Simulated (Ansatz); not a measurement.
C2HF2In, SMILES `C#[C][In]([F])[F]`, relaxed with RKS PBE0-D4/def2-TZVP in Ansatz 0.2.0 from a GFN2-xTB geometry. The force threshold is 0.005 eV/Å; the program also tests the step.

Charge 0, multiplicity 1. In: def2 effective core potential.

Start:

```xyz
6

C     0.519    0.535   -1.898
C     0.214    0.223   -0.782
In   -0.325   -0.336    1.193
F    -1.984   -1.279    1.618
F     0.790    0.044    2.752
H     0.786    0.813   -2.882
```

Question: By how much does the energy fall, and how many steps does the optimiser take? (Estimate.)

Answer: Computed: 1.84 kcal/mol, in 4 steps.

Question: Which bonds change most? (Estimate.)

Answer: Computed: C2–In3 from 2.122 to 2.040 Å; In3–F4 from 1.955 to 1.928 Å; In3–F5 from 1.955 to 1.928 Å; C1–H6 from 1.057 to 1.067 Å.

Question: Give the relaxed structure. (An estimate is asked.)

Answer: Ansatz gave: 
```xyz
6

C     0.514    0.530   -1.880
C     0.207    0.215   -0.758
In   -0.311   -0.322    1.141
F    -1.925   -1.251    1.643
F     0.731    0.016    2.727
H     0.784    0.811   -2.873
```
